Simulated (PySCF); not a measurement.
CH₅ClGaNO, SMILES C[O][Ga]([Cl])[NH2]. Atoms are numbered in the order given.

```xyz
10

Ga    -0.0798     0.1411     0.0856
Cl     1.3054    -0.1107     1.6881
O      0.0199    -1.0436    -1.2339
C     -0.8302    -0.9746    -2.3544
H     -0.9149     0.0466    -2.7774
H     -0.4229    -1.6245    -3.1475
H     -1.8541    -1.3319    -2.1282
N     -1.2019     1.5478     0.0599
H     -1.3092     2.1563     0.8638
H     -1.9827     1.6224    -0.5821
```
Charge 0, spin multiplicity 1.

Geometry: r2SCAN-D4/def2-SVP. The structure was generated by enumeration; whether it is a known compound was not checked. Other conformers were not sampled.

The numbers are results of PBE/def2-TZVP run with PySCF, not measurements.

Atomic charges (e):

| atom | Mulliken | IAO |
|---|---|---|
| Ga1 | 0.52 | 0.91 |
| Cl2 | -0.25 | -0.29 |
| O3 | -0.30 | -0.57 |
| C4 | -0.23 | -0.21 |
| H5 | 0.11 | 0.12 |
| H6 | 0.13 | 0.15 |
| H7 | 0.11 | 0.12 |
| N8 | -0.56 | -0.80 |
| H9 | 0.24 | 0.28 |
| H10 | 0.24 | 0.27 |
